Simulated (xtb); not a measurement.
GeHFCl2, SMILES [F][GeH]([Cl])[Cl]. All values are semi-empirical tight-binding results from xtb (GFN2-xTB unless named), good for trends rather than for accurate numbers. The structure is a stationary point at GFN2-xTB.

For metal compounds this method's bond lengths and energies can be far off.

```json
{
 "point_group_as_xtb_finds_it": "Cs",
 "orbital_gap": "6.53 eV",
 "zero_point_energy": "6.7 kcal/mol",
 "G − E(el) at 298.15 K (modified RRHO)": "-13.0 kcal/mol"
}
```
